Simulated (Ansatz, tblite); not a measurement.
Forces on Be₉O₉ at its r2SCAN-D4/def2-SVP geometry. The state is a singlet with charge 0.

The xTB rows come from tblite. The structure comes from a short search, and lower isomers may exist.

GFN1-xTB (tblite), largest force 0.53 eV/Å:

```xyz
18
positions Å, forces eV/Å
Be    3.060    0.940   -2.420    0.325    0.100   -0.258
Be    0.887    2.506   -2.993    0.092    0.265   -0.318
Be   -1.695    2.904   -2.162   -0.178    0.307   -0.229
Be   -2.102   -1.841    2.874   -0.223   -0.197    0.305
Be   -3.486    1.946   -0.322   -0.369    0.208   -0.034
Be   -3.649    0.070    1.667   -0.388    0.008    0.177
Be    2.757   -2.575    1.327    0.292   -0.273    0.141
Be    0.428   -2.883    2.739    0.047   -0.306    0.289
Be    3.799   -1.067   -0.710    0.404   -0.114   -0.073
O    -2.862    2.682   -1.373    0.361   -0.341    0.174
O    -3.180   -0.980    2.511    0.404    0.126   -0.318
O     3.794   -0.070   -1.730   -0.484    0.009    0.219
O    -0.448    2.989   -2.849    0.057   -0.377    0.361
O    -0.925   -2.614    3.102    0.116    0.334   -0.393
O     1.760   -3.017    2.247   -0.223    0.381   -0.284
O     3.624   -2.013    0.343   -0.459    0.255   -0.047
O     2.180    1.905   -2.995   -0.275   -0.242    0.383
O    -3.945    1.117    0.745    0.502   -0.144   -0.096
```

GFN2-xTB (tblite), largest force 0.70 eV/Å:

```
Be 0.171 0.053 -0.136
Be 0.049 0.140 -0.168
Be -0.094 0.162 -0.121
Be -0.117 -0.103 0.161
Be -0.195 0.109 -0.017
Be -0.204 0.004 0.093
Be 0.154 -0.144 0.074
Be 0.025 -0.161 0.153
Be 0.213 -0.060 -0.039
O 0.477 -0.452 0.230
O 0.535 0.167 -0.421
O -0.641 0.012 0.290
O 0.076 -0.498 0.477
O 0.154 0.442 -0.519
O -0.295 0.504 -0.375
O -0.607 0.337 -0.062
O -0.364 -0.320 0.507
O 0.664 -0.191 -0.127
```

r2SCAN-D4/def2-TZVP (Ansatz), largest force 0.10 eV/Å:

```
Be -0.080 -0.024 0.063
Be -0.023 -0.064 0.078
Be 0.044 -0.075 0.056
Be 0.055 0.048 -0.074
Be 0.090 -0.051 0.007
Be 0.095 -0.002 -0.044
Be -0.072 0.066 -0.035
Be -0.011 0.075 -0.071
Be -0.099 0.027 0.018
O -0.043 0.040 -0.020
O -0.048 -0.015 0.038
O 0.057 -0.001 -0.026
O -0.007 0.045 -0.043
O -0.014 -0.039 0.046
O 0.026 -0.046 0.034
O 0.055 -0.030 0.005
O 0.033 0.028 -0.045
O -0.059 0.017 0.011
```
